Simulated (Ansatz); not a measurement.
CH₇NOSi₂, SMILES C1N[SiH2]O[SiH2]1.

Geometry optimised at PBE0-D3(BJ)/def2-SVP. This is a generated structure with no PubChem entry under its InChIKey; it may be hypothetical. The values are those of a single conformer.

Two levels are set side by side: PBE/def2-TZVPD (Ansatz, an electronic-structure program) and PBE0/def2-TZVPD (Ansatz). Energy differences of separate SCF runs at the same geometry; the states with an electron removed or added have multiplicity 2 and 2. Differences are taken from unrounded values.

```csv
quantity,PBE0
vertical ionisation energy (eV),8.90
vertical singlet–triplet gap (eV),5.28
```

What does PBE give, and how far is it from PBE0? (An estimate is asked for; the answer gives what the named calculation found.)


```tsv
quantity	PBE	PBE minus PBE0
vertical ionisation energy (eV)	8.73	-0.17
vertical singlet–triplet gap (eV)	5.00	-0.28
```
